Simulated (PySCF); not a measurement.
**Electric field gradients and quadrupole coupling constants**

Compound: C₅H₁₁N₃Si.
Geometry (GFN2-xTB, Å), atoms numbered from 1 in this order:
```
atom  x, y, z in Å
C1    -1.135    0.660   -1.882
N2    -0.874    0.092   -0.590
C3    -1.939   -0.483    0.218
C4    -1.072   -0.917    1.404
Si5    0.451   -0.319    0.427
N6     1.631   -1.519    0.075
C7     1.499    1.175    1.022
C8     2.509    1.422    0.052
N9     3.310    1.575   -0.753
H10   -1.848    1.488   -1.803
H11   -0.203    1.035   -2.301
H12   -1.554   -0.088   -2.565
H13   -2.702    0.260    0.472
H14   -2.427   -1.321   -0.291
H15   -1.318   -0.397    2.323
H16   -1.111   -1.982    1.596
H17    1.374   -2.433   -0.259
H18    2.543   -1.251   -0.260
H19    0.886    2.066    1.138
H20    1.975    0.948    1.974
```

Field gradients from the PBE0/pcSseg-1 density (PySCF, non-relativistic), principal values in atomic units, ordered |Vxx| ≤ |Vyy| ≤ |Vzz|:

| atom | Vxx | Vyy | Vzz |
| --- | --- | --- | --- |
| N2 | 0.3201 | 0.7278 | -1.0478 |
| N6 | 0.2955 | 0.5901 | -0.8856 |
| N9 | 0.3949 | 0.5256 | -0.9205 |

Task: Find the asymmetry η = (Vxx − Vyy)/Vzz and the couplings χ = eQV/h (234.96 MHz × Q in barn × V in au), with Q(14N) = 0.02044 b.

Result: 
```
atom             environment  nucleus     η  χzz (MHz)  χxx (MHz)  χyy (MHz)
  N2  silicon-bound nitrogen      14N  0.39      -5.03       1.54       3.50
  N6  silicon-bound nitrogen      14N  0.33     -4.253      1.419      2.834
  N9        nitrile nitrogen      14N  0.14     -4.421      1.896      2.524
```

Task: What is Vzz at N6 in SI units (1 au = 9.71736 × 10²¹ V/m²)?

Result: -0.8856 au = -8.606 × 10²¹ V/m².

Task: And the gradient at the other heavy atoms, for which no coupling is worked out here?

Result: 
| atom | environment | Vzz (au) | η |
| --- | --- | --- | --- |
| C1 | N-methyl carbon | 0.215 | 0.09 |
| C3 | sp3 carbon bound to nitrogen | 0.204 | 0.46 |
| C4 | sp3 carbon bound to silicon | 0.108 | 0.86 |
| Si5 | four-coordinate silicon | -0.302 | 0.74 |
| C7 | sp3 carbon bound to silicon | 0.188 | 0.58 |
| C8 | nitrile carbon | -0.411 | 0.05 |

Task: What couplings would deuterons (Q(2H) = 0.00286 b) have in place of the hydrogens, at this geometry?

Result: 
| atom | bonded to | bond length (Å) | Vzz (au) | η | χzz (kHz) |
| --- | --- | --- | --- | --- | --- |
| H10 | C1 | 1.096 | 0.2971 | 0.05 | 200 |
| H11 | C1 | 1.088 | 0.3097 | 0.06 | 208 |
| H12 | C1 | 1.096 | 0.2959 | 0.05 | 199 |
| H13 | C3 | 1.094 | 0.2982 | 0.03 | 200 |
| H14 | C3 | 1.096 | 0.2958 | 0.02 | 199 |
| H15 | C4 | 1.084 | 0.3300 | 0.04 | 222 |
| H16 | C4 | 1.083 | 0.3306 | 0.05 | 222 |
| H17 | N6 | 1.007 | 0.4311 | 0.16 | 290 |
| H18 | N6 | 1.007 | 0.4238 | 0.18 | 285 |
| H19 | C7 | 1.088 | 0.3135 | 0.06 | 211 |
| H20 | C7 | 1.088 | 0.3143 | 0.05 | 211 |

One conformer (not necessarily the lowest) at the GFN2-xTB geometry, without solvent, vibrations or thermal averaging. GFN2-xTB bond lengths can be off by several hundredths of an ångström, more for odd bonds, and the gradients follow them. With a basis this small, the couplings can be 20 % off.
